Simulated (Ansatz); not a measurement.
CH2Al2ClF: where a starting geometry ends

The starting geometry of this gas-phase singlet was optimised with GFN2-xTB.

```xyz
7

C    -0.0567    3.3664   -0.7081
Al   -0.8997    2.6927   -2.4177
Al    0.6308    1.5208   -0.5954
Cl   -0.0786    2.8922   -4.2740
F    -2.4934    2.2129   -2.3991
H    -0.8600    3.6827   -0.0228
H     0.5711    4.2499   -0.8975
```

Question: Predict what it relaxes into with B3LYP/6-31G*.

Answer: A bond breaks, leaving `[F][Al]([Cl])[CH2][Al]`. Contacts that open: Al2–Al3 (2.65 → 3.39 Å).

The energy falls by 0.57 eV over 9 steps:

| step | E − E(last) (eV) |
| --- | --- |
| 1 | 0.567 |
| 2 | 0.266 |
| 3 | 0.111 |
| 4 | 0.020 |
| 5 | 0.002 |
| 6 | 0.001 |
| 7 | 0.000 |
| 8 | 0.000 |
| 9 | 0.000 |

Final geometry (Å):

```xyz
7

C    -0.1135    3.1857   -0.8413
Al   -1.0603    2.8751   -2.4801
Al    0.9580    1.6890   -0.0301
Cl   -0.1105    3.0250   -4.3668
F    -2.6246    2.3231   -2.5093
H    -0.8369    3.5112   -0.0749
H     0.6014    4.0084   -1.0121
```

Frequencies at the end are all real (lowest 33 cm⁻¹). Run with Ansatz 0.2.0, 78 s on 1 thread of Intel(R) Xeon(R) Processor @ 2.50GHz (Skylake/Cascade Lake) (shared host).
